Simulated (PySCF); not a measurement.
Compound: C5H12Si2.
Atom-mapped SMILES: `[CH2:1]=[CH:2][CH2:3][SiH2:4]/[CH:5]=[CH:6]\[SiH3:7]` (hydrogens: H8, H9 on C1; H10 on C2; H11, H12 on C3; H13, H14 on Si4; H15 on C5; H16 on C6; H17, H18, H19 on Si7)

Computed with PySCF at B3LYP/def2-SVPD, non-relativistic, on one gas-phase PBE0-D3(BJ)/def2-SVP geometry that isn't relaxed in the solvent. The solvent is an IEF-PCM continuum (van der Waals radii × 1.2). The model holds no explicit solvent molecules, cavitation or dispersion.

Gas phase at B3LYP/def2-SVPD: HOMO -6.98 eV, LUMO -1.30 eV, dipole 0.78 D.

Question: What does the continuum do to the energy, the frontier levels and the dipole at B3LYP/def2-SVPD in chloroform and dichloromethane?

Answer: 
| solvent | ε | E(solvent) − E(gas) (kJ/mol) | polarisation term (kJ/mol) | distortion of the solute (kJ/mol) | HOMO (eV) | LUMO (eV) | dipole (D) |
| --- | --- | --- | --- | --- | --- | --- | --- |
| chloroform | 4.711 | -5.63 | -6.04 | 0.41 | -6.87 | -1.23 | 0.89 |
| dichloromethane | 8.93 | -6.79 | -7.41 | 0.62 | -6.86 | -1.22 | 0.91 |

Polarisation term: ½ Σ q·V over the induced surface charges. Distortion: the rise of the solute's own energy as its density leaves the gas-phase optimum. From chloroform to dichloromethane the lowering changes by a factor 1.21, Onsager's factor (ε − 1)/(2ε + 1) by 1.18 and ε itself by 1.9.

Question: How does the static polarisability (B3LYP/def2-SVPD, frozen core, with the continuum's full static response) change?

Answer: 
| medium | isotropic (au) | principal values (au) | ⟨r²⟩ of the electrons (bohr²) |
| --- | --- | --- | --- |
| gas | 120.3 | 92.9, 115.0, 153.2 | 1831.8 |
| chloroform | 150.6 | 118.7, 148.6, 184.6 | 1832.0 |
| dichloromethane | 158.0 | 126.0, 157.0, 190.8 | 1832.1 |

The isotropic value in dichloromethane is 1.31 times the gas-phase one; no cavity-field correction is applied. ⟨r²⟩ is taken about the centre of nuclear charge.

Conformer computed: `[CH2:1]=[CH:2][CH2:3][SiH2:4]/[CH:5]=[CH:6]\[SiH3:7]`: C1–C2–C3–Si4 105°, C2–C3–Si4–C5 -61°, C3–Si4–C5–C6 -145°.
